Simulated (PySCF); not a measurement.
Manganese: highly charged ions in a basis for the neutral atom

Mn¹¹⁺ [Ne] 3s2 3p2, Mn¹²⁺ [Ne] 3s2 3p1. Computed with PySCF 2.14 in x2c-TZVPall (6s5p4d1f, 48 functions), with scalar relativity by spin-free X2C-1e. No spin-orbit coupling, so a gap to NIST mixes the basis error with missing relativistic terms.

Changed run: basis of the neutral atom used for a highly charged ion. This setting is unsound on purpose.

```
species  method  sound run (hartree)  changed run (hartree)  converged
  Mn¹¹⁺     UHF              not run            -1108.30580        yes
  Mn¹¹⁺    BP86              not run            -1109.03540        yes
  Mn¹¹⁺  r2SCAN              not run            -1108.87130        yes
  Mn¹²⁺     UHF              not run            -1096.84105        yes
  Mn¹²⁺    BP86              not run            -1097.52778        yes
  Mn¹²⁺  r2SCAN              not run            -1097.35651        yes
```

Ionisation energy of Mn¹¹⁺:

```json
{"method": "UHF", "changed run (eV)": "311.97", "NIST (eV)": "314.4 ± 0.6"}
{"method": "BP86", "changed run (eV)": "313.14", "NIST (eV)": "314.4 ± 0.6"}
{"method": "r2SCAN", "changed run (eV)": "313.33", "NIST (eV)": "314.4 ± 0.6"}
```

The contracted functions were made for the neutral atom and can be too rigid for a highly charged ion.
